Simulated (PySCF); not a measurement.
**Excitation energy of Pt by level of theory**

Pt [Xe] 4f14 5d9 6s1 (3D) → Pt [Xe] 4f14 5d8 6s2 (3F), as a difference of total energies. All numbers are calculated (PySCF 2.14, the spin-free X2C one-electron Hamiltonian (Gaussian nucleus), in ANO-RCC-VTZP (8s7p5d3f1g, 84 functions)). Correlated levels: valence: [Xe] 4f14 frozen; valence and next inner shell: [Kr] 4d10 4f14 frozen. The calculations carry no spin-orbit coupling.

```tsv
method	excitation energy (eV)
UHF	0.326
LDA	0.677
PBE	0.554
PBE0	0.584
r2SCAN	0.324
MP2 (valence)	0.627
SCS-MP2 (valence)	0.497
MP2 (valence and next inner shell)	0.546
SCS-MP2 (valence and next inner shell)	0.386
```

Errors of the correlated levels include the incompleteness of this basis and the frozen core.

Question: Which method comes closest to the reference value, and which is furthest?

Answer: The reference is 0.397 eV (measured; NIST levels, between the centres of gravity of the two terms). Closest: SCS-MP2 (valence and next inner shell) (error -0.011 eV); furthest: LDA (error 0.280 eV).
